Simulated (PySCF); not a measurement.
PySCF input:

```python
from pyscf import gto, scf, dft

mol = gto.M(
    atom='''
    Si    0.00510421    0.00435377    0.85536082
    Br    1.04707150   -1.56691927   -0.16935531
    Br   -1.04911318    1.56517777   -0.17278902
    ''',
    basis='def2-tzvpd',
    charge=1,
    spin=1,
    verbose=4,
)

mf = dft.UKS(mol, xc='tpss').density_fit(auxbasis='def2-universal-jkfit')
mf.grids.level = 3
mf.conv_tol = 1e-9
mf.max_cycle = 100
mf.max_memory = 1500
mf.kernel()
if not mf.converged:
    mf = mf.newton()
    mf.kernel(mf.make_rdm1())
for _ in range(2):
    mo, _, stable, _ = mf.stability(return_status=True)
    if stable:
        break
    mf.kernel(mf.make_rdm1(mo, mf.mo_occ))
mf.analyze()
```

**Question.** Predict the final energy.

**Answer.** -5437.37945 Eh (TPSS/def2-TZVPD).
